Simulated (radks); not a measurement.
The numbers below are computed, except where a source is named.
Hf+, configuration [Xe] 4f14 5d1 6s2. Code: a radial shooting solver on a logarithmic mesh with Libxc functionals. Model: scalar-relativistic Kohn-Sham, LDA (Slater exchange, Perdew-Wang correlation), spin-polarised, spherical densities, finite nucleus; open shells are filled with parallel spins first (spin-orbit coupling, left out, can overturn this in heavy ions); Fermi nuclear charge, rms radius 5.347 fm. Some entries of the table are withheld. Estimate them.

orbital  occ.  eigenvalue (eV)  r(max) (bohr)
1s down     1        -65218.56        0.01191
1s up       1        -65218.56        0.01191
2s up       1        -11163.31        0.06812
2s down     1        -11163.27        0.06812
2p up       3        -9809.824        0.05568
2p down     3        -9809.798        0.05568
3s up       1        -2550.264         0.1923
3s down     1        -2550.256         0.1923
3p up       3        -2145.736         0.1899
3p down     3        -2145.727         0.1899
3d up       5        -1665.268         0.1546
3d down     5        -1665.249         0.1546
4s up       1        -520.5762         0.4375
4s down     1        -520.5527         0.4375
4p up       3        -387.7461         0.4583
4p down     3        -387.7221         0.4583
4d up       5        -215.8689         0.4710
4d down     5        -215.8365         0.4710
5s up       1         -76.6867          1.015
5s down     1         -76.3418          1.014
5p up       3         -45.1561          1.157
5p down     3         -44.6921          1.155
4f up       7         -26.4597            (1)
4f down     7         -26.3632            (2)
6s up       1         -12.2750          2.702
6s down     1         -11.8549          2.726
5d up       1         -11.2118          1.638
5d down     0         -10.6396          1.634

Answer. 
(1) 4f up r(max) (bohr): 0.4538
(2) 4f down r(max) (bohr): 0.4537
